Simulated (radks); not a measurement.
Task: Radial electron density D(r) = 4 pi r^2 rho(r) of an atom or ion with 36 electrons. All-electron calculation, Dirac Kohn-Sham, exchange-only PBE, spin-unpolarised, spherical densities, finite nucleus; Fermi nuclear charge, rms radius of each element as measured or else 0.836 A^(1/3) + 0.57 fm. Program: a radial shooting solver on a logarithmic mesh with Libxc functionals.

r (bohr),D(r) (e/bohr)
0.001455,1.388
0.001667,1.771
0.001925,2.284
0.002224,2.938
0.002548,3.713
0.002942,4.739
0.003398,6.018
0.003893,7.503
0.004496,9.416
0.005192,11.73
0.005948,14.32
0.00687,17.53
0.007934,21.21
0.00909,25.09
0.0105,29.55
0.01212,34.21
0.01389,38.60
0.01604,42.95
0.01853,46.62
0.02122,49.16
0.02451,50.54
0.02831,50.45
0.03243,49.10
0.03745,46.77
0.04326,44.29
0.04956,42.73
0.05723,42.84
0.0661,45.32
0.07573,49.65
0.08746,55.22
0.101,59.87
0.1157,61.53
0.1336,59.19
0.1543,53.00
0.1768,45.62
0.2042,39.25
0.2358,36.95
0.2702,38.87
0.312,43.02
0.3604,45.62
0.4129,43.89
0.4768,37.19
0.5507,27.68
0.6309,19.10
0.7286,12.81
0.8415,9.818
0.964,8.889
1.113,8.246
1.286,6.918
1.473,5.058
1.701,3.087
1.965,1.681
2.251,0.9793
2.6,0.6680
3.002,0.5107
3.44,0.3637
3.972,0.2068
4.588,0.08995
5.256,0.03060
6.07,0.006842
7.01,0.001015
8.032,0.0001100

What is the nuclear charge?

Result: Z = 40. The innermost maximum, from 1s, lies near gamma/Z bohr with gamma = sqrt(1 - (Z/c)^2) = 0.956, here 0.0239 bohr (found: 0.0261), and its height grows with Z. The density is that of the zirconium ion Zr4+ in [Ar] 3d10 4s2 4p5 5p1; the configuration itself is not fixed sharply by these data, and Z only to a few units. D(r) has 3 maxima, at r = 0.0261, 0.115, 0.366 bohr, and minima at 0.0528, 0.236 bohr, inside which lie 2.06, 11.09 electrons.
